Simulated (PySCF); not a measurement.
# H4S4Ti: core ionisation energies

Compound: Ti(SH)4 (singlet state).
Geometry (PBE0-D3(BJ)/def2-SVP, Å), atoms numbered from 1 in this order:
```xyz
9
H4S4Ti angstrom
Ti     0.0153   -0.0008    0.0029
S     -0.0131   -0.2371    2.2477
H      0.8801    0.7868    2.2811
S      2.1315    0.0617   -0.7773
H      2.3650   -1.0484   -0.0293
S     -1.0486    1.9170   -0.5311
H     -1.0051    1.4965   -1.8229
S     -1.0143   -1.7643   -0.9520
H     -2.1780   -1.2808   -0.4448
```

Computed, not measured: PySCF, delta-SCF UKS SCAN, pcX-2 on the ionised atom (unc-x2c-TZVPall on a metal), pcseg-1 elsewhere, spin-free X2C. These are vertical core ionisation energies against the vacuum level, from separate self-consistent calculations with and without the core hole.

List the computed XPS lines with their assignment.

```tsv
atom(s)	environment	level	binding energy (eV)	2p1/2 (eV)	count
S2/S4/S6/S8	sulfur bonded to Ti and H	S 1s	2476.76	–	4
Ti1	titanium bonded to 4 S	Ti 2p3/2	462.34	468.06	1
```

What is the longest wavelength that can ionise Ti 2p3/2 of Ti1 vertically?

λ = hc/E = 12398.42 eV Å / 462.34 eV = 26.817 Å.

Which photon energy gives electrons from Ti 2p3/2 of Ti1 a kinetic energy of 100 eV, and what is their de Broglie wavelength?

hν = 462.34 + 100 = 562.34 eV, recoil neglected; λ = 12.264 Å/√(E/eV) = 1.23 Å.

The first atom of each set that the bonding makes equivalent was ionised and stands for the set. Not every level is listed. The unrestricted hole states depart most from a pure doublet (⟨S²⟩ = 0.75; over 0.85 named) for Ti 2p3/2 of Ti1 (0.93), which makes this value less certain. The 2p values aren't plain energy differences: one relaxed spin-free 2p hole is combined with a matrix within the shell (ground-state 2p orbital-energy differences and spin–orbit coupling). 2p3/2, the mean of its two sublevels, lies a third of the splitting below the shell's mean and 2p1/2 two thirds above it; the statistical areas are 2:1. 2p1/2 minus 2p3/2 (ligand field included): Ti 5.72 eV. Satellites of the metal's 2p lines aren't described. Isolated species at its PBE0-D3(BJ)/def2-SVP geometry, gas phase. Metal 2p energies of this one-determinant scheme are less reliable than its 1s energies.
